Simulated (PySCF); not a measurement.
## Working out the excitation energy of Ga

Ga [Ar] 3d10 4s2 4p1 (2P) → Ga [Ar] 3d10 4s2 4d1 (2D). All numbers are calculated (PySCF 2.14, scalar relativity by spin-free X2C-1e, in aug-cc-pVDZ-DK). Frozen: [Ar] 3d10. Energies in hartree (1 hartree = 27.21139 eV):

| part | Ga (lower) | Ga (upper) |
| --- | --- | --- |
| UHF | -1942.084707 | -1941.898118 |
| MP2 opposite-spin | -0.026841 | -0.027008 |
| MP2 same-spin | -0.002237 | -0.001267 |

**Question.** What does Hartree-Fock give?

**Answer.** (-1941.898118) − (-1942.084707) = 0.186589 hartree = 5.077 eV.

**Question.** What do MP2 and SCS-MP2 (6/5 opposite-spin, 1/3 same-spin) give?

**Answer.** The opposite-spin parts differ by -0.005 eV and the same-spin parts by 0.026 eV. MP2: 5.077 + (-0.005) + (0.026) = 5.098 eV. SCS-MP2: 5.077 + 1.2 × (-0.005) + (0.026)/3 = 5.080 eV.

Measured between the centres of the two terms (NIST): 4.245 eV, so MP2 (valence) is off by 0.853 eV.

A double-zeta basis recovers only part of the correlation energy.

What remains against the reference includes basis incompleteness, the frozen core and correlation beyond second order.
